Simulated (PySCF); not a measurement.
# Working out the ionisation energy of Pb

Pb [Xe] 4f14 5d10 6s2 6p2 (3P) → Pb⁺ [Xe] 4f14 5d10 6s2 6p1 (2P). Computed with PySCF 2.14 in x2c-TZVPPall with one added diffuse shell each of s, p, d, f type (12s8p7d4f, 99 functions), with the spin-free X2C one-electron Hamiltonian (Gaussian nucleus). Frozen: [Kr] 4d10 4f14. Energies in hartree (1 hartree = 27.21139 eV):

```json
{"part": "UHF", "Pb (lower)": "-20879.875365", "Pb⁺ (upper)": "-20879.633022"}
{"part": "CCSD correlation", "Pb (lower)": "-0.458035", "Pb⁺ (upper)": "-0.445782"}
{"part": "(T)", "Pb (lower)": "-0.010014", "Pb⁺ (upper)": "-0.009060"}
```

What does Hartree-Fock give?

(-20879.633022) − (-20879.875365) = 0.242343 hartree = 6.594 eV.

What do CCSD and CCSD(T) give?

The CCSD correlation energies differ by 0.012253 hartree = 0.333 eV and the triples by 0.000954 hartree = 0.026 eV, so CCSD gives 6.927 eV and CCSD(T) 6.953 eV.

Reference: 7.417 eV (measured; NIST Atomic Spectra Database, ionization energies), between the lowest levels; spin-orbit coupling is absent from the calculation.

What remains against the reference includes basis incompleteness, the frozen core and higher excitations.
